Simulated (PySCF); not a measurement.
How methods differ on the excitation energy of Sr

Sr [Kr] 5s2 (1S) → Sr [Kr] 5s1 5p1 (3P), as a difference of total energies. All numbers are calculated (PySCF 2.14, scalar relativity by spin-free X2C-1e, in x2c-QZVPPall). Correlated levels: valence: [Kr] frozen; valence and next inner shell: [Ar] 3d10 frozen. The calculations carry no spin-orbit coupling.

Task: Order these methods by the excitation energy they give, lowest first.
A. MP2 (valence)
B. PBEsol
C. SCS-MP2 (valence)
D. MP2 (valence and next inner shell)

Result: A (11657 cm⁻¹), C (12736 cm⁻¹), B (13970 cm⁻¹), D (14419 cm⁻¹).

Errors of the correlated levels include the incompleteness of this basis and the frozen core.

The basis was made for the ground configuration and has no added diffuse functions, so the excitation energy can come out too high.

For comparison: 14703 cm⁻¹ (measured; NIST levels, between the centres of gravity of the two terms).
